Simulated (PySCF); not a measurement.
Two-component Hartree-Fock for Au(3+) (gold, charge +3)

Start: [Xe] 4f14 5d7 6p1; 5d3/2 filled at m_j = +1/2, +3/2; 5d5/2 filled at m_j = -3/2, -1/2, +1/2, +3/2, +5/2; 6p3/2 filled at m_j = +3/2. Calculated with PySCF 2.14 in x2c-TZVPall-2c (11s11p10d2f, 108 functions): generalised Hartree-Fock with the X2C-1e Hamiltonian and a Gaussian nucleus; spin-orbit coupling (SO) screened by Boettger's factors. This is a chosen level, not necessarily the ground level.

```json
{"spinor shell": "1s1/2", "electrons": "2", "ε, screened SO (eV)": "-81188.7", "weight of nominal j (screened SO)": "1.000", "rms radius, screened SO (bohr)": "0.0190"}
{"spinor shell": "2s1/2", "electrons": "2", "ε, screened SO (eV)": "-14508.6", "weight of nominal j (screened SO)": "1.000", "rms radius, screened SO (bohr)": "0.0768"}
{"spinor shell": "2p1/2", "electrons": "2", "ε, screened SO (eV)": "-13891.1", "weight of nominal j (screened SO)": "1.000", "rms radius, screened SO (bohr)": "0.0651"}
{"spinor shell": "3s1/2", "electrons": "2", "ε, screened SO (eV)": "-3525.1", "weight of nominal j (screened SO)": "1.000", "rms radius, screened SO (bohr)": "0.196"}
{"spinor shell": "3p1/2", "electrons": "2", "ε, screened SO (eV)": "-3248.4", "weight of nominal j (screened SO)": "1.000", "rms radius, screened SO (bohr)": "0.188"}
{"spinor shell": "3p3/2", "electrons": "4", "ε, screened SO (eV)": "-2836.0", "weight of nominal j (screened SO)": "1.000", "rms radius, screened SO (bohr)": "0.204"}
{"spinor shell": "3d3/2", "electrons": "4", "ε, screened SO (eV)": "-2382.0", "weight of nominal j (screened SO)": "1.000", "rms radius, screened SO (bohr)": "0.179"}
{"spinor shell": "3d5/2", "electrons": "6", "ε, screened SO (eV)": "-2293.7", "weight of nominal j (screened SO)": "1.000", "rms radius, screened SO (bohr)": "0.183"}
{"spinor shell": "4s1/2", "electrons": "2", "ε, screened SO (eV)": "-835.19", "weight of nominal j (screened SO)": "1.000", "rms radius, screened SO (bohr)": "0.433"}
{"spinor shell": "4p1/2", "electrons": "2", "ε, screened SO (eV)": "-716.18", "weight of nominal j (screened SO)": "1.000", "rms radius, screened SO (bohr)": "0.438"}
{"spinor shell": "4p3/2", "electrons": "4", "ε, screened SO (eV)": "-615.83", "weight of nominal j (screened SO)": "1.000", "rms radius, screened SO (bohr)": "0.471"}
{"spinor shell": "4d3/2", "electrons": "4", "ε, screened SO (eV)": "-420.83", "weight of nominal j (screened SO)": "1.000", "rms radius, screened SO (bohr)": "0.485"}
{"spinor shell": "4d5/2", "electrons": "6", "ε, screened SO (eV)": "-401.16", "weight of nominal j (screened SO)": "1.000", "rms radius, screened SO (bohr)": "0.497"}
{"spinor shell": "5s1/2", "electrons": "2", "ε, screened SO (eV)": "-169.61", "weight of nominal j (screened SO)": "1.000", "rms radius, screened SO (bohr)": "0.990"}
{"spinor shell": "4f5/2", "electrons": "6", "ε, screened SO (eV)": "-148.43", "weight of nominal j (screened SO)": "0.996", "rms radius, screened SO (bohr)": "0.543"}
{"spinor shell": "4f7/2", "electrons": "8", "ε, screened SO (eV)": "-144.41", "weight of nominal j (screened SO)": "0.997", "rms radius, screened SO (bohr)": "0.544"}
{"spinor shell": "5p1/2", "electrons": "2", "ε, screened SO (eV)": "-129.72", "weight of nominal j (screened SO)": "0.989", "rms radius, screened SO (bohr)": "1.07"}
{"spinor shell": "5p3/2", "electrons": "4", "ε, screened SO (eV)": "-109.60", "weight of nominal j (screened SO)": "0.994", "rms radius, screened SO (bohr)": "1.15"}
{"spinor shell": "5d3/2", "electrons": "2", "ε, screened SO (eV)": "-54.181", "weight of nominal j (screened SO)": "0.643", "rms radius, screened SO (bohr)": "1.48"}
{"spinor shell": "5d5/2", "electrons": "5", "ε, screened SO (eV)": "-52.833", "weight of nominal j (screened SO)": "0.489", "rms radius, screened SO (bohr)": "1.49"}
{"spinor shell": "6p3/2", "electrons": "1", "ε, screened SO (eV)": "-27.741", "weight of nominal j (screened SO)": "1.000", "rms radius, screened SO (bohr)": "3.06"}
```

(1) Where does 2p3/2 lie, and what is the 2p spin-orbit splitting (screened SO)?

```csv
quantity,screened SO
E (hartree),-19024.14802
M_J,6
⟨J²⟩,42.009
⟨L²⟩,21.892
⟨S²⟩,5.497
```

Each row is a mean over spinors that exchange with the open shell spreads, by up to 8.935 eV (5p3/2).

Rows whose weight is well below 1 are mixtures of j = l ± 1/2: exchange outweighs spin-orbit coupling there, and the label is only the starting occupation.

Breit and QED terms are absent; they matter most for the inner s and p1/2 levels.

Densities and radii are taken from the X2C orbitals without a picture-change correction, which distorts them close to the nucleus.

## Answers

(1) At -12049.9 eV, 1841.2 eV above 2p1/2.
